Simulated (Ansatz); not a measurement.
A nudged elastic band was laid between two geometries of C$_{3}$H$_{7}$OSb (12 atoms, charge 0, multiplicity 1).

Computed with Ansatz, RKS BLYP/def2-SVP.

- movable images: 9
- climbing image: yes
- spring: 5.0 eV/Å²
- optimiser: quadratic models (default)
- start path: through a guess of the saddle point
- force threshold: 0.03 eV/Å
- iteration limit: 60
- end points: relaxed

Initial state:

```xyz
12
Properties=species:S:1:pos:R:3
C -0.087 1.895 0.423
C -0.085 0.644 -0.090
Sb -1.986 -0.551 -0.259
O 1.043 0.182 -0.725
C 1.360 -1.204 -0.626
H 0.835 2.499 0.400
H -0.993 2.336 0.856
H -2.792 0.517 0.849
H -1.596 -1.644 1.047
H 2.259 -1.373 -1.248
H 0.538 -1.849 -1.016
H 1.580 -1.507 0.422
```

Final state:

```xyz
12
Properties=species:S:1:pos:R:3
C -0.185 1.927 0.152
C 0.043 0.599 0.268
Sb -1.418 -0.748 1.328
O 1.281 0.100 -0.060
C 1.360 -1.204 -0.631
H 0.592 2.581 -0.278
H -1.125 2.379 0.489
H -2.652 0.472 1.240
H -2.024 -1.494 -0.131
H 2.435 -1.429 -0.766
H 0.848 -1.259 -1.618
H 0.921 -1.980 0.040
```

Question: Which bonds break or form, and what moves?

Answer: No bond is made or broken. The height of Sb3 over the plane of its neighbours goes from -1.04 to 1.04 Å. The two ends are copies of one structure, up to a mirror image or an exchange of like atoms. The height can change sign by an inversion or by a turn that exchanges like atoms.

Question: What energy profile does the band end with?

Answer: It converged. The highest image is number 5 of 0 to 10, 2.00 eV above the ends, which have the same energy within 2 meV. Beside the main top the profile has a ripple of under 15 meV (maxima at images 5, 8), which may be a very shallow well or noise. Neighbouring images differ by up to 1.8 eV, so the band resolves the path poorly. A vibrational analysis at the climbing image gives one clearly imaginary mode, 916i cm⁻¹: a first-order saddle point.

| image | path coordinate (Å) | energy (eV) | height of Sb3 over the plane of its neighbours (Å) |
| --- | --- | --- | --- |
| 0 | 0.00 | 0.00 | -1.04 |
| 1 | 0.91 | 0.02 | -1.04 |
| 2 | 1.82 | 0.02 | -1.04 |
| 3 | 2.73 | 0.02 | -1.05 |
| 4 | 3.64 | 0.24 | -0.87 |
| 5 | 4.55 | 2.00 | -0.01 |
| 6 | 5.43 | 0.17 | 0.88 |
| 7 | 6.32 | 0.03 | 1.02 |
| 8 | 7.21 | 0.04 | 1.03 |
| 9 | 8.09 | 0.02 | 1.03 |
| 10 | 8.98 | 0.00 | 1.04 |

Question: What is the geometry of the highest image?

Answer: 
```xyz
12
Properties=species:S:1:pos:R:3:forces:R:3
C 0.008 1.961 0.256 -0.01 0.00 0.00
C 0.084 0.614 0.350 0.01 0.01 -0.01
Sb -1.711 -0.536 0.863 0.00 0.00 0.00
O 1.240 -0.069 0.174 0.01 0.01 0.03
C 1.325 -1.074 -0.854 0.00 0.00 -0.01
H 0.868 2.517 -0.150 0.00 -0.01 0.00
H -0.878 2.513 0.590 0.00 0.00 0.00
H -3.192 -0.229 0.118 0.00 0.00 0.00
H -1.735 -1.767 2.019 0.00 0.00 0.00
H 2.330 -1.523 -0.762 -0.01 -0.01 -0.01
H 1.202 -0.619 -1.860 0.01 0.00 0.00
H 0.536 -1.844 -0.712 0.00 0.00 0.00
```

Run time: 5.7 min on 2 threads of AMD EPYC 9R45 96-Core Processor (Zen 5), on a shared host, peak memory 0.27 GiB.
